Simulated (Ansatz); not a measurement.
Species: SiNH₃F, charge 0, doublet. SiNH3F (SMILES N[SiH]F, doublet).
B3LYP-D3(BJ)/def2-TZVP minimum from Ansatz (a first-principles code):
```xyz
6

Si    -0.5151    -0.0751     0.0044
N      0.4329     1.3093    -0.3493
F      0.4732    -1.3257     0.2585
H     -1.2331     0.2355     1.2757
H      0.1184     2.2241    -0.0628
H      1.0366     1.3582    -1.1554
```
Charge 0, spin multiplicity 2.

Atomisation energy term by term, kcal/mol (programs: Ansatz). Radicals and triplets start from unrestricted determinants; spin-orbit coupling is neglected. Cores are frozen in correlated methods. Rows without X2C or -DK are non-relativistic. CBS(X,Y): correlation extrapolated as X^-3, Hartree-Fock from the larger set. A bracket is a step between two methods taken in the basis named. 'core' is core correlation in cc-pwCVTZ (1s frozen past Ne), 'X2C' scalar relativity in cc-pVTZ-DK, both at CCSD(T). Where a partner has so few electrons that a lower coupled-cluster level is exact, that level stands in.

```json
[
 {"term": "Hartree-Fock", "basis": "cc-pV(Q+d)Z", "kcal/mol": "341.15"},
 {"term": "CCSD correlation", "basis": "CBS(cc-pV(T+d)Z,cc-pV(Q+d)Z)", "kcal/mol": "133.48"},
 {"term": "(T)", "basis": "CBS(cc-pV(T+d)Z,cc-pV(Q+d)Z)", "kcal/mol": "8.11"},
 {"term": "CCSDT(Q) - CCSD(T)", "basis": "cc-pV(D+d)Z", "kcal/mol": "0.61"},
 {"term": "core correlation", "basis": "cc-pwCVTZ", "kcal/mol": "0.56"},
 {"term": "scalar relativity", "basis": "X2C, cc-pVTZ-DK", "kcal/mol": "-1.15"},
 {"term": "sum: De", "basis": "", "kcal/mol": "482.8"}
]
```
